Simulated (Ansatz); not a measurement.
`CN[BH][AlH2]` + H₂ → `[BH2][AlH2]` + CH₃NH₂  (hydrogenolysis of a B–N bond)

Calculated with Ansatz (gas phase, PBE0-D4/def2-TZVP geometries, no zero-point term in ΔE). CCSD(T)/CBS adds triple-zeta CCSD(T) − MP2 to the extrapolated MP2 energy (def2 sets, frozen cores). This one scheme is used for every species. DFT in def2-TZVPP. Each species was taken in one conformer, which may not be the lowest.

CCSD(T)/CBS gives +32.8 kcal/mol.

Q: Another level gave +32.1 kcal/mol. Which?
A. LDA (SPW92)/def2-TZVPP
B. r2SCANh-D4/def2-TZVPP
C. revPBE/def2-TZVPP
D. BHLYP/def2-TZVPP

A: C. revPBE 32.1, r2SCANh-D4 33.7, BHLYP 29.4, LDA (SPW92) 39.0 kcal/mol.

Largest T1 diagnostic among the species: 0.014.

From BLYP to BHLYP (50 % exact exchange), in def2-TZVPP and without D4, ΔE moves by −2.9 kcal/mol. The D4 term adds +2.0 kcal/mol with B3LYP and +1.1 kcal/mol with PBE0; it sums over pairs of atoms, weighted by their polarisabilities, and B3LYP, whose exchange is more repulsive, gets the larger term. At CCSD(T), def2-SVP lies +2.8 kcal/mol from the extrapolated value and def2-TZVPP +0.0 kcal/mol.

B3LYP here is the variant with VWN-RPA as its local correlation; programs differ in this.
